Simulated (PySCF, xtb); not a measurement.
ScF2, SMILES [F][Sc+][F], charge +1.

GFN2-xTB (xtb) at its own geometry gives an orbital gap of 3.19 eV.

The structure is a stationary point at PBE0-D3(BJ)/def2-TZVP. The multiplicity is an assumed one; other spin states were not compared. The isomer is the one that the SMILES or the coordinates give; other isomers of the formula were not compared.

Problem. What does PySCF with PBE/def2-TZVPD give? (An estimate is asked for; the answer gives what the named calculation found.)

Solution. gap 5.56 eV (levels -15.57 and -10.01 eV).
